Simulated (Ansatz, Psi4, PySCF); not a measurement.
CH₇BrGeN₂, singlet, at a GFN2-xTB geometry, atoms displaced at random by about 0.08 Å a coordinate. Base run: PBE/STO-3G, gradient run with PySCF.

Input for PySCF:
```python
from pyscf import gto, scf, dft

mol = gto.Mole()
mol.atom = '''
    C     1.831480    0.529375   -1.342489
    Ge    0.133810    0.337088   -0.446802
    N    -1.280585    0.060061   -1.713322
    N    -0.181419    1.948427    0.408701
    Br   -0.306819   -1.200769    1.012293
    H     1.971545   -0.467254   -1.900166
    H     2.007370    1.407424   -2.097502
    H     2.636687    0.583020   -0.692825
    H    -2.204109    0.176935   -1.329786
    H    -1.245535    0.822268   -2.368737
    H    -0.737077    2.117701    1.217389
    H     0.151457    2.967455    0.034348
'''
mol.basis = 'sto-3g'
mol.charge = 0
mol.spin = 0
mol.verbose = 4
mol.build()

mf = dft.RKS(mol)
mf.xc = 'pbe'
mf.kernel()
g = mf.nuc_grad_method()
grad = g.kernel()
```

Programs used: Ansatz (a program for electronic structure), Psi4, PySCF; a row that names a program was run with it.

The coordinate followed is z of atom 4.

Variants of this job, named by their change:

```csv
change,dE/dx (Eh/bohr),net force (Eh/bohr)
base,0.075145,0.000359
finite difference step (bohr) = 1e-4; conv_tol = 1e-11,0.075114,-
finite difference step (bohr) = 0.2; conv_tol = 1e-11,0.080703,-
code = ansatz,0.075098,0.000000
grids.level = 1; grid_response = on,0.075243,0.000000
grids.level = 5; grid_response = on,0.075101,0.000000
grids.level = 0; grid_response = on,0.081633,0.000000
code = psi4,0.075104,0.000308
finite difference step (bohr) = 0.05; conv_tol = 1e-11,0.075465,-
grids.level = 5; grid_response = off,0.075097,0.000033
finite difference step (bohr) = 0.01; conv_tol = 1e-11,0.075128,-
density fitting = on,0.075139,0.000359
```

The net force is zero for an exact gradient.
